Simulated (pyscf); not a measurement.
Optimised with ωB97X-D3(BJ)/def2-SVP in PySCF.

Question: What is the homolytic dissociation enthalpy (298 K, ωB97M-D3(BJ)/def2-TZVP) of the B–N bond of H₂N–B(NH₂)–NH–B(Cl)–Cl, to [H₂N–B–NH₂]• + •HN–B(Cl)–Cl?

Answer: B–N to [H₂N–B–NH₂]• + •HN–B(Cl)–Cl: 5.94 eV. The 7 functionals that were run give +5.47 (r²SCAN) to +5.94 eV (ωB97M-D3(BJ)). The radicals are drawn with the spin at the cut bond; how far it spreads was not checked. Other isomers of [H₂N–B–NH₂]•, •HN–B(Cl)–Cl were not searched in full and may lie lower.
